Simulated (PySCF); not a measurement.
C₂H₉NOSi, SMILES CC[Si@@H](N)O.

The structure is a stationary point at r2SCAN-D4/def2-SVP. The structure was generated by enumeration; whether it is a known compound was not checked. Other conformers were not sampled.

Two levels are set side by side: PBE/def2-TZVP (PySCF) and M06-2X/def2-TZVP (PySCF). Same geometry, gas phase. Differences are taken from unrounded values.

```tsv
quantity	M06-2X
orbital gap (eV)	10.57
highest occupied level (eV)	-9.12
lowest empty level (eV)	1.45
dipole moment (D)	0.59
mean polarisability (bohr³)	59.7
```

Task: What does PBE give, and how far is it from M06-2X? (An estimate is asked for; the answer gives what the named calculation found.)

Result: 
```
quantity                       PBE  PBE minus M06-2X
---------------------------  -----  ----------------
orbital gap (eV)              6.19             -4.38
highest occupied level (eV)  -6.16              2.96
lowest empty level (eV)       0.03             -1.42
dipole moment (D)             0.55             -0.04
mean polarisability (bohr³)   63.3               3.6
```

PBE's occupied levels lie high since its potential decays too fast outside the molecule; exact exchange lowers them and widens the gap. Loosely held outer electrons make PBE densities more polarisable. Differences between two approximate levels are no errors against the true value.

Rough cost on one machine, each run with all the roots and properties that it gave: M06-2X against PBE about 4 times.
